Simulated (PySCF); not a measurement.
C4H7O, SMILES C(C)C(=O)[CH2], multiplicity 2.

The structure is a stationary point at PBE-D3(BJ)/def2-SVP. The isomer is the one that the SMILES or the coordinates give; other isomers of the formula were not compared. The values are those of a single conformer.

Two levels are set side by side: PBE/def2-TZVP (PySCF) and CAM-B3LYP/def2-TZVP (PySCF). Same geometry, gas phase. Differences are taken from unrounded values.

```
quantity                     CAM-B3LYP   PBE  PBE minus CAM-B3LYP
---------------------------  ---------  ----  -------------------
α-spin orbital gap (eV)          10.25  4.92                -5.33
β-spin orbital gap (eV)           6.65  1.21                -5.44
dipole moment (D)                 3.05  2.83                -0.21
mean polarisability (bohr³)       51.4  54.0                  2.5
```

Loosely held outer electrons make PBE densities more polarisable. Differences between two approximate levels are no errors against the true value.

Rough cost on one machine, each run with all the roots and properties that it gave: CAM-B3LYP against PBE within a factor of 2.
